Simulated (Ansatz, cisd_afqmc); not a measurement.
Species: I, charge 1, triplet.

Total energies in def2-SVPD, 6 correlated electrons, 9 frozen orbitals. Open shells are spin-unrestricted; no spin-orbit coupling. Cores are frozen in correlated methods (noble-gas shells, and filled d and f shells in the p block). Past Kr the def2 sets carry scalar-relativistic core potentials. The Monte Carlo rows (phaseless AFQMC, CISD trial, step 0.005/hartree) carry one-sigma bars that omit the constraint's bias. Outlying blocks are dropped, and bars are widened where a walk drifts. Over all cases where full CI ran beside it in this data, AFQMC minus full CI had a median of +0.1 mEh and passed +0.4 mEh in a tenth of the cases. Spin-orbit terms, left out, reach several kcal/mol for Br and I, and more for heavier atoms.

```tsv
method	program	energy (Eh)	minus CCSDTQ (mEh)
HF	Ansatz	-296.29778	77.50
MP2	Ansatz	-296.36019	15.09
CCSD	Ansatz	-296.37407	1.21
CCSD(T)	Ansatz	-296.37498	0.30
CCSDT(Q)	Ansatz	-296.37526	0.02
CCSDTQ	Ansatz	-296.37528	0.00
AFQMC/CISD	cisd_afqmc	-296.3752 ± 0.0001	0.1 ± 0.1
```

Ansatz is a quantum-chemistry and plane-wave program.
